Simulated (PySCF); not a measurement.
From one molecule to another.

First species: C4H3F6NO2.
Geometry (GFN2-xTB, Å), atoms numbered from 1 in this order:
```
atom  x, y, z in Å
C1     1.2681    2.0518   -0.4665
N2     0.9130    0.9081    0.3267
C3     0.0540    0.0864    0.0001
O4    -0.2824   -1.0006    0.7610
C5     0.3635   -1.1797    1.9301
F6    -0.1139   -2.2775    2.4915
F7     1.6737   -1.3398    1.7808
F8     0.1818   -0.1782    2.7838
O9    -0.6948    0.1321   -1.1668
C10   -1.6105   -0.8088   -1.4354
F11   -2.1661   -0.5155   -2.6034
F12   -1.0962   -2.0332   -1.5373
F13   -2.5892   -0.8671   -0.5339
H14    0.4064    2.7016   -0.6189
H15    1.6420    1.7456   -1.4434
H16    2.0432    2.5837    0.0791
```

Second species: C9H7ClO2.
Z-matrix (Å and degrees, GFN2-xTB geometry), rows numbered from 1:
```
C 
C   1  1.4897
C   2  1.3932  1  119.24
C   3  1.3790  2  121.83  1  -178.84
C   4  1.3949  3  119.89  2    -0.18
C   5  1.4702  4  120.99  3   179.00
O   6  1.2026  5  125.21  4  -178.10
C   5  1.3902  4  119.19  3    -0.81
C   8  1.3917  5  121.17  4     0.86
C   9  1.4680  2  119.43  1     0.13
O  10  1.1899  9  127.99  2    17.54
Cl 10  1.7764  9  113.82  2  -161.59
H   1  1.0882  2  111.20  3  -129.76
H   1  1.0894  2  109.87  3   112.42
H   1  1.0871  2  110.71  3    -7.97
H   3  1.0802  2  118.69  1     0.75
H   4  1.0805  3  120.34  2   179.54
H   6  1.1080  5  113.56  4     1.63
H   8  1.0794  5  118.15  4  -179.84
```

Levels: PBE0/pcSseg-1 for dipole moment, HOMO energy, LUMO energy and HOMO–LUMO gap; GFN2-xTB for rotational constant A and rotational constant C. Geometries: GFN2-xTB. Each species is one conformer at its optimised geometry, gas phase, non-relativistic unless stated. Electronic properties by PySCF.

The conformers computed, where there is a choice (atom-mapped SMILES and torsion angles):
- `[CH3:1][N:2]=[C:3]([O:4][C:5]([F:6])([F:7])[F:8])[O:9][C:10]([F:11])([F:12])[F:13]`: N2–C3–O4–C5 0°, C3–O4–C5–F6 180°, N2–C3–O9–C10 180°, C3–O9–C10–F11 180°
- `[CH3:1][c:2]1[cH:3][cH:4][c:5]([CH:6]=[O:7])[cH:8][c:9]1[C:10](=[O:11])[Cl:12]`: C4–C5–C6–O7 -178°, C8–C9–C10–O11 -161°

Problem. Which has the higher HOMO–LUMO gap?

Solution. The first: 8.39 eV against 5.40 eV, a difference of 2.99 eV.

Problem. Which of the two has the higher dipole moment, and by how much?

Solution. The second: 4.97 D against 2.28 D, a difference of 2.69 D.

Problem. Which has the higher rotational constant A?

Solution. The first: 1.159 GHz against 1.066 GHz, a difference of 0.093 GHz.

Problem. Which of the two has the higher HOMO energy, and by how much?

Solution. The second: -7.88 eV against -8.71 eV, a difference of 0.83 eV.

Problem. Which has the higher LUMO energy?

Solution. The first: -0.32 eV against -2.48 eV, a difference of 2.16 eV.

Problem. Which has the higher rotational constant C?

Solution. The first: 0.446 GHz against 0.418 GHz, a difference of 0.028 GHz.

On the first: In atomic units the dipole is 0.90 e·bohr (1 au = 2.5417 D). GFN2-xTB frequencies show an imaginary mode (121i cm⁻¹), so this geometry is no minimum at that level.

On the second: A dipole of 4.97 D is allowed in C1, and pure rotational transitions are dipole-allowed. In atomic units the dipole is 1.96 e·bohr (1 au = 2.5417 D).
